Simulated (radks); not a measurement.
These are the eigenvalues of the occupied orbitals of an atom or ion with whole-number occupations (hartree). Method: Dirac Kohn-Sham, LDA (Slater exchange, Perdew-Wang correlation), spin-unpolarised, spherical densities, finite nucleus; Fermi nuclear charge, rms radius of each element as measured or else 0.836 A^(1/3) + 0.57 fm; computed with a radial shooting solver on a logarithmic mesh with Libxc functionals.

orbital  eigenvalue
1s1/2     -68.51740
2s1/2      -7.80409
2p1/2      -6.27332
2p3/2      -6.24740
3d3/2      -1.27357

Which element is it, and in what charge state? The configuration may be excited. Open shells, if any, fill j = l - 1/2 first.

Answer. Z = 14, silicon, charge +4: Si4+ in [He] 2s1 2p6 3d1. The list shows which subshells hold electrons but not how many an open one holds; the 1s level, -68.517 hartree, gives Z - s = 11.7 by -(Z - s)^2/2, which with screening and relativity narrows Z to a few neighbours, and the depths of the outer levels then fix element, charge and occupations together.
